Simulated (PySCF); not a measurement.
An unknown shows these calculated signals:

¹H NMR (600 MHz, computed): δ 7.29 (m, 2H), 6.93 (m, 2H), 1.29 (m, 9H).

¹³C{¹H} NMR (computed): δ 144.7 (CH), 143.7 (CH), 41.3 (C), 30.9 (CH3).

Level of theory: shielding tensors at PBE0/pcSseg-1 (GIAO), GFN2-xTB structure, in PySCF 2.14.0 with density-fitted response routines (rapidly exchanging positions averaged, non-relativistic, one conformer, isolated molecule).

Referencing at the same level of theory: ¹H and ¹³C against TMS.

Task: Which of these does the molecule contain: a tert-butyl group, a C≡C triple bond, a vinyl group CH=CH2, a heteroaromatic ring?

Result: 
- A tert-butyl group: yes (δC 30.9, 41.3; δH 1.29 (m)).
- A C≡C triple bond: no.
- A vinyl group CH=CH2: no.
- A heteroaromatic ring: no.

The data belong to SMILES CC(C)(C)p1cccc1, C$_{8}$H$_{13}$P; they needn't prove each group on their own.

Carbon signals by region: 2 in the sp2 and nitrile region (100–160 ppm), 2 below 50 ppm.

Splittings by ³¹P in the carbon and heteronuclear signals aren't shown, as no couplings were computed. Shifts are as computed. Against solution values, carbons near 30 ppm lie about +3 ppm off and those near 130 ppm about +5 ppm. Of 1211 compounds with measured shifts, 218 miss one by over three times the rms of a fit or turn the order of signals round; such compounds aren't used in these exercises. Multiplicities follow the n + 1 count of equivalent neighbours, as no J values were calculated; m marks all less simple cases, F and P coupling included.
